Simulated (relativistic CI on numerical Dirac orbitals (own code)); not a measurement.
Ga II: sensitivity of the levels to the model

Base calculation: Dirac-Coulomb-Breit CI, orbitals from a KLI potential per configuration, a model potential for QED, valence Slater integrals scaled by 0.85, P86 correlation energy added to each configuration.

Configuration list (outside the closed core [Ar] 3d10): 4s2, 4s.4p, 4s.5s, 4p2, 4s.4d, 4s.5p, 4d2, 4s.6s, 4s.4f, 4s.5d, 4p.4d, 4s.6p, 4s.7s, 4s.5g, 4s.5f, 4s.6d, 4s.7p, 4s.6f, 4p.5s. Levels of other configurations are missing.

The lowest level and the first level of each name with at least 55 % of one term (blank where a level has no safe partner in the second run):

```tsv
Level	Base (cm⁻¹)	Shift (cm⁻¹)
4s2 1S_0	0.0	0.0
4s.4p 3P°_0	43338.6	+457.6
4s.4p 3P°_1	43743.5	+458.0
4s.4p 3P°_2	44581.6	+458.6
4s.4p 1P°_1	68373.3	+584.4
4s.5s 3S_1	98904.2	+3496.3
4s.4d 1D_2	102793.6	+1954.2
4s.5s 1S_0	103140.7	+3493.6
4s.4d 3D_1	109436.4	+2711.3
4s.4d 3D_2	109456.9	+2722.1
4s.4d 3D_3	109489.1	+2709.1
4p2 3P_0	109838.0	+931.9
4p2 3P_1	110279.8	+928.1
4p2 3P_2	111092.5	+922.9
4s.5p 3P°_0	114064.6	+3822.3
4s.5p 3P°_1	114154.6	+3822.0
4s.5p 3P°_2	114352.3	+3822.0
4s.5p 1P°_1	117465.7	+3754.9
4s.6s 3S_1	129009.9	+3654.2
4s.6s 1S_0	130313.4	+4192.1
4p2 1S_0	132215.8	+407.1
4s.5d 3D_1	132891.7	+3385.4
```

For a near-neutral ion this model can misplace configurations by up to about 10,000 cm⁻¹ (more where the count of f electrons changes) and terms by 10 to 25 % of their spread. Rates follow the energies as ν³ (E1, M1) or ν⁵ (E2), so they and the lifetimes can be off by large factors. The fine structure of a lone outer electron comes out too small, for d and f at times inverted, and misplaced configurations move strength between like terms. 12 of the 13 excited levels that our extract of the measured tables holds in this range could be paired (the sources list more); they are missed by 4035 cm⁻¹ on average and 4394 at most, and levels without a partner can miss by more.

Q: One thing was changed in a second run, which moved the levels as shown. Which?
A. self-excluded LDA correlation estimate
B. configuration mixing switched off
C. Breit term removed
D. no correlation estimate
E. QED terms removed

A: A. Self-excluded LDA correlation estimate. A correlation estimate moves all levels of a configuration together before mixing; mixed levels move by a weighted share.

LS names give the leading component of a level, which can be under half, so a name can repeat, a term be missing and a line seem to break the LS rules.
